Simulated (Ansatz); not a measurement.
Reaction (homolysis of the S–Sb bond): `C[SiH2][S][SbH2]` → `C[SiH2][S]`• + `[SbH2]`•

Computed with Ansatz on PBE0-D4/def2-TZVP structures; ΔE is electronic, products minus reactants. CCSD(T)/CBS adds triple-zeta CCSD(T) − MP2 to the extrapolated MP2 energy (def2 sets, frozen cores). Functionals use def2-TZVPP. B3LYP here is the variant with VWN-RPA as its local correlation; programs differ in this. No spin–orbit coupling; open shells (•) take unrestricted orbitals. Elements past krypton have def2 core potentials. For Sb outer-core shells are correlated without core-valence functions, which leaves a few kJ/mol of doubt a bond. One conformer a species, not always the lowest.

```tsv
level	ΔE (kJ/mol)	difference from CCSD(T)/CBS
PBE-D4	265.9	-6.6
B3LYP-D4	249.4	-23.1
ωB97X-V	259.2	-13.3
ωB97M-V	256.2	-16.3
PBE	253.7	-18.8
HF/def2-TZVPP	137.0	-135.5
SCS-MP2/def2-TZVPP	260.4	-12.1
CCSD/def2-TZVPP	235.2	-37.3
MP2/def2-QZVPP	286.3	13.8
MP2/CBS(def2)	295.7	23.2
CCSD(T)/CBS	272.5	0
```

Largest T1 diagnostic among the species: 0.014.

From PBE to PBE0 (25 % exact exchange), in def2-TZVPP and without D4, ΔE moves by −4.9 kJ/mol: exact exchange takes away binding that semilocal exchange gives to molecules. In def2-TZVPP, CCSD(T) changes the Hartree–Fock value by +112.6 kJ/mol (the triples alone add +14.4 kJ/mol) and MP2 by +135.7 kJ/mol; breaking electron pairs costs correlation energy, which Hartree–Fock lacks.
